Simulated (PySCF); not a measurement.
Geometry:
| atom | x (Å) | y (Å) | z (Å) |
| --- | --- | --- | --- |
| C1 | -2.797 | 0.376 | -0.192 |
| C2 | -1.587 | -0.488 | -0.520 |
| C3 | -0.283 | 0.283 | -0.333 |
| C4 | 0.937 | -0.582 | -0.682 |
| C5 | 2.200 | 0.202 | -0.568 |
| F6 | 2.398 | 1.127 | -1.529 |
| C7 | 3.104 | 0.093 | 0.397 |
| F8 | 2.999 | -0.788 | 1.388 |
| F9 | 4.220 | 0.801 | 0.515 |
| H10 | -3.717 | -0.185 | -0.336 |
| H11 | -2.826 | 1.253 | -0.834 |
| H12 | -2.759 | 0.711 | 0.843 |
| H13 | -1.658 | -0.833 | -1.554 |
| H14 | -1.582 | -1.369 | 0.126 |
| H15 | -0.202 | 0.615 | 0.704 |
| H16 | -0.289 | 1.168 | -0.972 |
| H17 | 0.843 | -0.933 | -1.712 |
| H18 | 0.989 | -1.445 | -0.018 |

Geometry: GFN2-xTB; GIAO absolute shieldings from PySCF, gas phase, non-relativistic, averaged over equivalent atoms.

At OLYP/pcseg-1 (171 basis functions, about 80 core-seconds):
```
      atoms  σ (ppm)
         C7     31.9
         C5     56.0
         C3    152.1
         C4    154.8
         C2    158.7
         C1    172.1
         F9    275.8
         F8    294.2
         F6    351.8
    H17/H18    29.53
    H15/H16    30.30
    H13/H14    30.47
H10/H11/H12    30.72
```

Task: Predict the values at PBE0/pcSseg-1 on the same geometry.

Result: 
| atoms | σ at PBE0/pcSseg-1 | change |
| --- | --- | --- |
| C7 | 20.6 | -11.3 |
| C5 | 46.9 | -9.1 |
| C3 | 151.2 | -0.9 |
| C4 | 154.0 | -0.8 |
| C2 | 158.7 | +0.0 |
| C1 | 169.9 | -2.2 |
| F9 | 280.7 | +4.9 |
| F8 | 299.8 | +5.6 |
| F6 | 362.9 | +11.1 |
| H17/H18 | 29.41 | -0.12 |
| H15/H16 | 30.18 | -0.12 |
| H13/H14 | 30.37 | -0.10 |
| H10/H11/H12 | 30.59 | -0.13 |

The largest change is at C7 (fully substituted alkene carbon). Cost: 198 basis functions, about 80 core-seconds. The order of the carbon signals is the same at both levels.
